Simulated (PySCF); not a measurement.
# One molecule, several mistakes: CGeH7OSi cation

These are calculations, not measurements. The program is PySCF 2.14.0, an open-source quantum chemistry code, run on an isolated molecule that a program drew, which may never have been made. The molecule is CGeH7OSi cation (charge +1, singlet), drawn as the SMILES string `C[SiH](O)[GeH2+]`.

Each row is a Hartree-Fock (HF) and frozen-core CCSD(T) single point in the cc-pV(D+d)Z basis, meant for a local HF minimum. Run 1 is clean. Each other run has one planted mistake out of seven kinds, and not every kind appears here: one electron removed, one electron added, multiplicity raised by two, geometry at a saddle point, minimal basis STO-3G, one bond length entered in bohr, all coordinates scaled. The reference is restricted for singlets and unrestricted otherwise, and also for a bond in bohr. Adding or removing an electron swaps singlet and doublet. Electrons count all cores. HOMO and LUMO are orbital energies over both spins, the gradient is its largest component, and the lowest frequency (negative if imaginary) is given only where the gradient is small. Bond lengths are over the 10 bonds as drawn. T1 is the CCSD diagnostic: over 0.02 (restricted) or 0.045 (unrestricted) a single reference is doubtful. Germanium has the cc-pVDZ-PP basis, with a core potential (ECP10MDF) in place of its 10 inner electrons, and its 3s, 3p and 3d shells are frozen in CCSD(T).

Geometry of the clean run:
```xyz
11
CGeH7OSi cation, angstrom
C    -1.1272   -2.0589   -0.5681
Si   -0.7355   -0.3830   -1.2347
O     0.8244   -0.0738   -1.6129
Ge   -0.5962    1.2893    0.5713
H    -1.0761   -2.7900   -1.3812
H    -0.4229   -2.3650    0.2078
H    -2.1427   -2.0887   -0.1638
H    -1.7051    0.1492   -2.1991
H     1.2593   -0.3249   -2.4189
H    -0.8287    2.7828    0.3761
H    -0.0676    1.0198    1.9756
```

| run | electrons | basis functions | <S^2> | HOMO (eV) | LUMO (eV) | gradient (hartree/bohr) | lowest frequency (cm^-1) | mean bond (Å) | longest bond (Å) | T1 | HF (hartree) | CCSD(T) (hartree) | mistake |
|---|---|---|---|---|---|---|---|---|---|---|---|---|---|
| 1 | 66 | 109 | 0.000 | -16.05 | -5.21 | 3.8e-05 | 81 | 1.4691 | 2.465 | 0.0117 | -698.91110 | -699.47933 | no fault |
| 2 | 66 | 109 | 2.009 | -13.21 | -7.68 | 5.3e-02 | - | 1.4691 | 2.465 | 0.0191 | -698.80683 | -699.37322 | multiplicity raised by two |
| 3 | 67 | 109 | 0.768 | -6.79 | 2.22 | 4.1e-02 | - | 1.4691 | 2.465 | 0.0121 | -699.13056 | -699.71514 | one electron added |
| 4 | 65 | 109 | 0.794 | -21.76 | -14.09 | 7.8e-02 | - | 1.4691 | 2.465 | 0.0296 | -698.35611 | -698.91510 | one electron removed |
| 5 | 66 | 109 | 0.779 | -16.06 | -5.86 | 3.3e-02 | - | 1.5536 | 2.465 | 0.0642 | -698.76430 | -699.32989 | ? |

**Which mistake was planted in run 5, and what did it cost?**

The mean bond changes by a factor of 1.058 and the longest by 1.000, so the molecule wasn't scaled as a whole. A length L in bohr read as angstrom grows by (1/0.5292 - 1) L = 0.890 L. The 10 bonds together grew by 10 x 0.0845 = 0.845 Å, which gives L = 0.950 Å. That is bond O3-H9, 0.950 Å in the clean geometry. So the mistake is: one bond length entered in bohr. Subtracting run 1 and multiplying by 627.51 kcal/mol a hartree, the energy moved by 92.1 kcal/mol in HF and 93.8 kcal/mol in CCSD(T).

Cautions from the logs. Run 5: T1 is over the limit, so its CCSD(T) energy is less reliable.
